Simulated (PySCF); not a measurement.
From a computed spectrum to the compound

A species of 11 atoms with charge 1 has these harmonic modes (PBE0, small Gaussian bases with core potentials, PySCF 2.14.0):

```csv
cm⁻¹,km/mol,symmetry
142,3.7,a
162,0.3,b
175,0.1,a
531,71.6,b
552,15.3,a
602,13.7,b
643,0.0,a
646,0.7,b
658,1.6,a
1068,19.5,b
1074,2.7,a
1090,0.3,a
1101,21.3,b
1212,240.5,b
1243,88.3,a
1264,143.0,b
1275,9.8,a
1288,11.9,b
1291,1.0,a
2172,139.3,b
2172,7.8,a
2196,27.0,a
2199,353.9,b
2264,15.3,b
2277,161.5,a
2706,21.9,b
2706,12.1,a
```

Question: Which species is it, and in which structure?

Answer: [Nd(BH4)2]+ (singlet in the valence; each metal's 4f electrons, 3 of them, lie in its core potential, out of spins and levels):
```xyz
11

Nd    0.0000    0.0000   -0.2394
B     2.0011    0.0026    1.1402
H     2.9293    0.0244    1.8982
H     1.0727   -0.7858    1.5031
H     2.2648   -0.3144   -0.0478
H     1.3908    1.1162    1.0479
B    -2.0011   -0.0024    1.1403
H    -2.9293   -0.0241    1.8983
H    -1.0727    0.7861    1.5030
H    -2.2648    0.3144   -0.0478
H    -1.3908   -1.1160    1.0481
```
Ideal gas at 298.15 K and 1 bar: S = 330.8 J/(mol K), Cp = 92.0 J/(mol K), H − H(0 K) = 17.8 kJ/mol (rigid rotor, harmonic modes, spin degeneracy alone, that of the 4f electrons in the core included). An lcecp potential fixes the number of 4f electrons, so in runs with it no electron can move into or out of that shell.
 This is one of several that fit.
